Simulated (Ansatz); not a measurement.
CH$_{6}$FSi$_{2}$, SMILES `F[SiH2]C[SiH2]` radical. Charge 0, multiplicity 2.

Z-matrix (Å, degrees):
```
Si
C 1 1.855
F 1 1.603 2 109.3
H 1 1.484 2 111.7 3 118.4
H 1 1.484 2 110.8 3 -118.5
Si 2 1.880 1 115.3 3 56.4
H 2 1.099 1 107.4 3 177.0
H 2 1.095 1 109.4 3 -67.3
H 6 1.490 2 111.5 1 174.5
H 6 1.490 2 110.8 1 51.9
```

Question: List the harmonic frequencies (cm⁻¹, unscaled) at PBE0-D4/def2-TZVP in Ansatz. (An estimate is asked.)

Answer: Ansatz gave: 40, 103, 138, 273, 502, 556, 569, 690, 728, 768, 794, 863, 904, 935, 966, 1002, 1070, 1376, 2188, 2213, 2236, 2240, 3031, 3102.

Question: Is this a minimum?

Answer: Yes, all 24 modes are real.

Question: Give the ideal-gas thermochemistry at 298.15 K and 1 bar (rigid rotor, harmonic oscillator; point group C1, symmetry number 1).

Answer: Zero-point energy 163.2 kJ/mol; H(298) − E = 183.5 kJ/mol; entropy 351.2 J/(mol·K), of which translation 165.4, rotation 110.8, vibration 69.1, electronic 5.8; G(298) − E = 78.8 kJ/mol. Modes under 100 cm⁻¹ are hindered rotations or soft bends, so the harmonic entropy is rough.

Question: Rotational constants (cm⁻¹)?

Answer: 0.2935, 0.07598, 0.0664.
